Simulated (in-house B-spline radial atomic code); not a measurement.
The numbers below are computed, except where a source is named.
Two electrons in Si: a Gaussian well −V exp(−r²/w²) with V = 157 meV and w = 8.98 nm

For Si the NSM archive of the Ioffe Institute lists m_l = 0.98 m0, m_t = 0.19 m0 and ε = 11.7; the model takes one isotropic valley with the conductivity mass 3/(1/m_l + 2/m_t) = 0.26 m0, and so misses anisotropy and the other valleys. All triplets below are those of one valley; with several valleys two electrons can form a triplet in the 1s orbital itself, at an energy set by the valley splitting.

Effective-mass model with parabolic bands, a uniform dielectric constant, no image charges, no central-cell or spin-orbit terms. Two-electron levels come from full CI in B-splines with partial waves to l = 5 (up to 0.001 effective hartree above the limit).

(1) What are the effective units, and what is the potential in them?

In these units the lowest s and p orbitals lie at -2.118099 and -1.558769, and their Coulomb and exchange integrals are J_ss = 0.601137, J_sp = 0.487780 and K_sp = 0.09468. Full CI gives -3.702625 for the ground singlet, -3.301716 for the sp triplet, -3.162350 for the sp singlet and -2.864770 for the lowest triplet of two s orbitals.

(2) What does it cost to add the second electron, to first order and exactly?

(3) How far above the singlet do the triplets lie?

Answers

(1) Ha* = 27211.386 meV × 0.26/11.7² = 51.68 meV and a* = 0.0529177 nm × 11.7/0.26 = 2.381 nm. V = 3.03 Ha* and w = 3.77 a*.

(2) To first order E = 2ε_s + J_ss = -3.635061, so the charging energy E(2) − 2E(1) is J_ss = 31.07 meV. CI gives -3.702625 − 2 × (-2.118099) = 0.533574, or 27.58 meV: relaxation and correlation lower it by 3.492 meV, 11.2 % of J_ss. The s² configuration of one-electron orbitals holds 95.2 % of the state, and the mean radius is 3.94 nm. The second electron is bound by ε_s − E = 81.89 meV, against 109.5 meV for the first.

(3) To first order the sp triplet lies at ε_s + ε_p + J_sp − K_sp = -3.283767, which is 18.16 meV above 2ε_s + J_ss. CI gives -3.301716 − (-3.702625) = 0.400908, or 20.72 meV, 72 % of the orbital spacing of 28.91 meV. The ss triplet lies 43.3 meV up, so the lower of the two is the sp one, and its gap equals k_BT at 240 K. The sp singlet-triplet splitting is 7.203 meV, against 2K_sp = 9.787 meV.
